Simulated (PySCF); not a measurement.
Cost of response and excited-state runs on `InChI=1S/C6H12O3/c1-4(2)9-6(8)5(3)7/h4-5,7H,1-3H3/t5-/m0/s1`

Molfile (atoms numbered from 1):
```
C6H12O3
     RDKit          3D

 21 20  0  0  0  0  0  0  0  0999 V2000
   -2.7139   -0.4674   -0.0611 C   0  0  0  0  0  0  0  0  0  0  0  0
   -1.5084    0.4531   -0.1704 C   0  0  0  0  0  0  0  0  0  0  0  0
   -1.4515    1.4757    0.9590 C   0  0  0  0  0  0  0  0  0  0  0  0
   -0.3384   -0.3893   -0.1180 O   0  0  0  0  0  0  0  0  0  0  0  0
    0.7714    0.0604   -0.6744 C   0  0  0  0  0  0  0  0  0  0  0  0
    0.8965    1.1141   -1.2503 O   0  0  0  0  0  0  0  0  0  0  0  0
    1.9418   -0.8977   -0.4848 C   0  0  2  0  0  0  0  0  0  0  0  0
    2.3629   -0.8466    0.9916 C   0  0  0  0  0  0  0  0  0  0  0  0
    2.9875   -0.5335   -1.3413 O   0  0  0  0  0  0  0  0  0  0  0  0
   -3.6284    0.1147   -0.1210 H   0  0  0  0  0  0  0  0  0  0  0  0
   -2.6887   -0.9976    0.8871 H   0  0  0  0  0  0  0  0  0  0  0  0
   -2.7044   -1.1960   -0.8671 H   0  0  0  0  0  0  0  0  0  0  0  0
   -1.5034    0.9727   -1.1370 H   0  0  0  0  0  0  0  0  0  0  0  0
   -1.3741    0.9676    1.9176 H   0  0  0  0  0  0  0  0  0  0  0  0
   -0.5894    2.1264    0.8328 H   0  0  0  0  0  0  0  0  0  0  0  0
   -2.3514    2.0839    0.9508 H   0  0  0  0  0  0  0  0  0  0  0  0
    1.6271   -1.9159   -0.7423 H   0  0  0  0  0  0  0  0  0  0  0  0
    2.6411    0.1694    1.2633 H   0  0  0  0  0  0  0  0  0  0  0  0
    3.2222   -1.4944    1.1391 H   0  0  0  0  0  0  0  0  0  0  0  0
    1.5432   -1.1783    1.6219 H   0  0  0  0  0  0  0  0  0  0  0  0
    2.8493    0.3957   -1.5857 H   0  0  0  0  0  0  0  0  0  0  0  0
  1  2  1  0
  2  3  1  0
  2  4  1  0
  4  5  1  0
  5  6  2  0
  5  7  1  0
  7  8  1  0
  7  9  1  0
  1 10  1  0
  1 11  1  0
  1 12  1  0
  2 13  1  0
  3 14  1  0
  3 15  1  0
  3 16  1  0
  7 17  1  6
  8 18  1  0
  8 19  1  0
  8 20  1  0
  9 21  1  0
M  END
```

PySCF with density fitting, on 1 thread of an Arm Neoverse V1, shared host. Command: `OMP_NUM_THREADS=1 python excited_run.py task.json out`

Problem. How long does this run take, and how much memory?
- vibronic structure, LC-wPBE/def2-SV(P); full response

Solution. 
| run | level | basis functions | wall time | peak memory (GiB) |
| --- | --- | --- | --- | --- |
| vibronic structure | LC-wPBE/def2-SV(P) | 150 | 78 s | 0.9 |

Times from a shared host are rough.
